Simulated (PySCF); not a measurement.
Compound: C3H5F3Si.
Structure used (PBE0-D3(BJ)/def2-SVP), in Å, numbered top down from 1:
```xyz
12
C3H5F3Si angstrom
F     -2.574    1.472    0.169
C     -2.089    0.192    0.120
C     -0.629    0.167    0.394
F     -0.286    0.548    1.627
C      0.338   -0.195   -0.459
F     -0.025   -0.552   -1.706
Si     2.192   -0.238   -0.099
H     -2.612   -0.409    0.884
H     -2.277   -0.239   -0.874
H      2.758   -1.409   -0.829
H      2.829    1.014   -0.601
H      2.411   -0.373    1.366
```

Jobs on this species (12 atoms, 64 electrons) with PySCF (density fitting). Hardware of each: one thread of an Arm Neoverse V1 (shared host). Times come from a shared host and carry two figures at best. Peak memory is the resident size of the whole Python process, interpreter and libraries included.

```json
{"level and settings": "delta-SCF UKS SCAN, def2-TZVP on the ionised atom, pcseg-1 elsewhere, spin-free X2C", "work": "ΔSCF core ionisation, 8 holes", "basis functions": "146", "SCF cycles": "?", "wall time": "?", "peak memory": "?"}
{"level and settings": "delta-SCF UKS B3LYP, pcX-2 on the ionised atom, pcseg-1 elsewhere, spin-free X2C", "work": "ΔSCF core ionisation, 8 holes", "basis functions": "169", "SCF cycles": "?", "wall time": "?", "peak memory": "?"}
{"level and settings": "delta-SCF UKS SCAN, pcX-2 on the ionised atom, pcseg-1 elsewhere, spin-free X2C", "work": "ΔSCF core ionisation, 8 holes", "basis functions": "169", "SCF cycles": "142", "wall time": "57 s", "peak memory": "0.71 GiB"}
{"level and settings": "delta-SCF UKS SCAN, pcX-2 on the ionised atom, pcseg-1 elsewhere, non-relativistic", "work": "ΔSCF core ionisation, 8 holes", "basis functions": "169", "SCF cycles": "141", "wall time": "54 s", "peak memory": "0.62 GiB"}
{"level and settings": "delta-SCF UKS PBE, pcX-2 on the ionised atom, pcseg-1 elsewhere, spin-free X2C", "work": "ΔSCF core ionisation, 8 holes", "basis functions": "169", "SCF cycles": "141", "wall time": "36 s", "peak memory": "0.70 GiB"}
{"level and settings": "PBE0-D3(BJ)/def2-SVP, grid level 1", "work": "geometry optimisation from a GFN2-xTB start shaken at random", "basis functions": "127", "SCF cycles": "104", "wall time": "1.7 min", "peak memory": "0.53 GiB"}
{"level and settings": "delta-SCF UKS HF, pcX-2 on the ionised atom, pcseg-1 elsewhere, spin-free X2C", "work": "ΔSCF core ionisation, 8 holes", "basis functions": "169", "SCF cycles": "147", "wall time": "57 s", "peak memory": "0.64 GiB"}
{"level and settings": "delta-SCF UKS SCAN, pcX-1 on the ionised atom, pcseg-1 elsewhere, spin-free X2C", "work": "ΔSCF core ionisation, 8 holes", "basis functions": "149", "SCF cycles": "137", "wall time": "46 s", "peak memory": "0.51 GiB"}
{"level and settings": "delta-SCF UKS PBE0, pcX-2 on the ionised atom, pcseg-1 elsewhere, spin-free X2C", "work": "ΔSCF core ionisation, 8 holes", "basis functions": "169", "SCF cycles": "123", "wall time": "72 s", "peak memory": "0.82 GiB"}
```

Fill in the missing figures.

- delta-SCF UKS SCAN, def2-TZVP on the ionised atom, pcseg-1 elsewhere, spin-free X2C; ΔSCF core ionisation, 8 holes: 52 s, 0.52 GiB, 139 SCF cycles
- delta-SCF UKS B3LYP, pcX-2 on the ionised atom, pcseg-1 elsewhere, spin-free X2C; ΔSCF core ionisation, 8 holes: 74 s, 0.73 GiB, 124 SCF cycles

What do all jobs in the table cost together?

About 9.2 min; the longest takes about 19 % of that, and about 2.8 times as long as the shortest.
